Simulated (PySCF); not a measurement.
```xyz
4
charge -1 multiplicity 3, angstrom
Pd    0.0000    0.0000    0.0042
F     0.0000    0.0000    1.9917
F     1.7363    0.0000   -0.9554
F    -1.7363    0.0000   -0.9554
```

Computed with PySCF, UPBE0, basis Pd def2-SVPD with ECP28, F def2-SVPD (scalar-relativistic core potentials, no spin–orbit coupling, density fitting).

This geometry of PdF₃⁻ is a stationary point at this level.

Problem. What is the point group?

Solution. C2v.

Problem. Is it a minimum?

Solution. No: it has 1 imaginary mode, at 51i cm⁻¹ (b1).

Problem. List the harmonic modes with their infrared intensities.

Solution. 
| symmetry | ω (cm⁻¹) | IR (km/mol) |
| --- | --- | --- |
| b1 | 51i | – |
| b2 | 99 | 19.3 |
| a1 | 100 | 19.8 |
| a1 | 465 | 160 |
| b2 | 473 | 169 |
| a1 | 490 | 0.4 |

In C2v the vibrations span b1 + 2b2 + 3a1. Here b1 is antisymmetric to the molecular plane and b2 lies in it.

This need not be the most stable arrangement of these atoms. With open d or f shells other occupations or spin states may lie lower. The lowest empty level of this anion is unbound, so it and the gap depend on the basis. At this level a singlet minimum of C2v symmetry lies 11 kJ/mol below this structure.
